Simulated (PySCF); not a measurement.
The numbers are results of PBE-D3(BJ)/def2-TZVP // r2SCAN-D4/def2-SVP run with PySCF, not measurements. Isolated molecules, 0 K electronic values unless said otherwise. One relaxed conformer stands for a flexible species; it need not be the lowest. Excitations are Tamm–Dancoff values on a coarser integration grid. The basis has no diffuse functions, so Rydberg states are missing or too high.

Reference species (SMILES): `N#Cc1c(c2c(cc1)ccs2)B` (neutral, multiplicity 1).

```
Quantity               Value
-------------------  -------
S1 excitation (TDA)  2.90 eV
T1 excitation (TDA)  2.30 eV
```

Changed species: `c1c2c(sc1B)cc(cc2)C#N`.

**Question.** Predict the effect on the S1 excitation (TDA) and T1 excitation (TDA).

**Answer.** the S1 excitation (TDA) rises by 0.25 eV, to 3.15 eV; the T1 excitation (TDA) drops by 0.04 eV, to 2.26 eV.
